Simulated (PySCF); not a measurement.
Finite-field polarisability of Si (silicon, neutral)

[Ne] 3s2 3p2, high-spin 3P determinant. Computed with PySCF 2.14 in x2c-TZVPPall with one added diffuse shell each of s, p, d type (6s6p4d1f, 51 functions), with scalar relativity by spin-free X2C-1e. Frozen: [Ne]. Energy changes in a uniform field (μhartree):

```csv
axis,F (au),HF,MP2,CCSD,CCSD(T)
x,0.0025,-101.784,-99.427,-97.894,-97.847
x,0.005,-407.221,-397.797,-391.668,-391.483
y,0.0022,-100.274,-97.701,-96.176,-96.144
y,0.0044,-401.602,-391.296,-385.194,-385.073
```

By symmetry the remaining axis equals y.

Problem. Derive α along x at CCSD(T) from the two fields.

Solution. With ΔE = −αF²/2 − γF⁴/24, α = −(16 ΔE(F) − ΔE(2F))/(6F²) = 31.31 bohr³.

Problem. And the mean polarisability at each level?

Solution. The components xx, yy, zz at CCSD(T) are 31.31, 39.71, 39.71, the third axis being equal by symmetry to one of the two computed. Means: HF 38.47, MP2 37.51, CCSD 36.92, CCSD(T) 36.91 bohr³. Reference: 37.3 ± 0.7 bohr³ (recommended; Schwerdtfeger and Nagle, table of static dipole polarizabilities (2023 update)).
